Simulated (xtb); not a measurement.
C$_{6}$H$_{12}$, charge +1, doublet, geometry from GFN2-xTB (a state made from the parent by changing its charge; the spin is typed, not shown lowest). Base run: GFN2-xTB (xtb).

Here is a job for xtb.
```
$ xtb mol.xyz --gfn 2 --chrg 1 --uhf 1 --json

# file mol.xyz
18

C     -0.67842356     1.14566580    -0.71500841
C      0.72752875     1.22303846    -0.09487871
C      1.41426761    -0.10742425    -0.14976745
C      0.67842356    -1.14566580     0.71500841
C     -0.72752875    -1.22303846     0.09487871
C     -1.41426761     0.10742425     0.14976745
H     -0.62464672     0.81515136    -1.75139328
H     -1.17730116     2.11212942    -0.67533345
H      1.26233163     1.96163156    -0.70888014
H      0.67697377     1.60144391     0.92725319
H      1.51121961    -0.46166252    -1.17719904
H      2.42054828    -0.04330111     0.28820410
H      1.17730116    -2.11212942     0.67533345
H      0.62464672    -0.81515136     1.75139328
H     -1.26233163    -1.96163156     0.70888014
H     -0.67697377    -1.60144391    -0.92725319
H     -1.51121961     0.46166252     1.17719904
H     -2.42054828     0.04330111    -0.28820410
```

Variants of this job, named by their change:

```tsv
change	ΔE vs base (mEh)	G_solv (kcal/mol)	SCF cycles
base	0.000	-	8
acc = 0.1	0.000	-	10
gbsa = water	-83.161	-52.29	8
etemp = 10000	-65.783	-	8
alpb = dmso	-79.935	-50.32	8
alpb = hexane	-49.062	-30.80	8
etemp = 3000	-8.972	-	8
alpb = ether	-74.324	-46.77	8
```

ALPB and GBSA are two models with their own fitted parameters for each solvent, which aren't always the measured dielectric constant.
